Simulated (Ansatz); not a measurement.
A structure relaxed at B3LYP-D4/def2-SVPD in Ansatz, charge -1, doublet:

Cartesian coordinates in Å:
```
Li 0.8746 0.2881 1.6721
B 0.5624 1.4030 -0.3579
B -0.7792 -0.3379 0.5033
B -0.6484 0.3516 -1.1330
B -0.4360 -1.2102 -1.0314
B -0.8122 1.2632 0.3832
B 0.3540 -1.5886 0.3612
B 0.8848 -0.1692 -0.3974
```

Task: Give its formula and point group.

Result: the cluster LiB7⁻. Point group Cs (tolerance 0.1 Å).

Task: Summarise the bond lengths by kind (pairs closer than 1.2 times the sum of covalent radii, bridged metal pairs left out).

Result: 14 × B–B 1.57 to 1.90 Å; 5 × B–Li 2.12 to 2.35 Å.

The highest occupied level of the charge -1 doublet lies above zero (up to 0.04 eV). The electron is either unbound and held by the finite basis, or the level is raised by self-interaction error. Another isomer (doublet) lies 1.48 eV lower at PBE0-D4/def2-TZVPD; other spin states weren't run for this one.
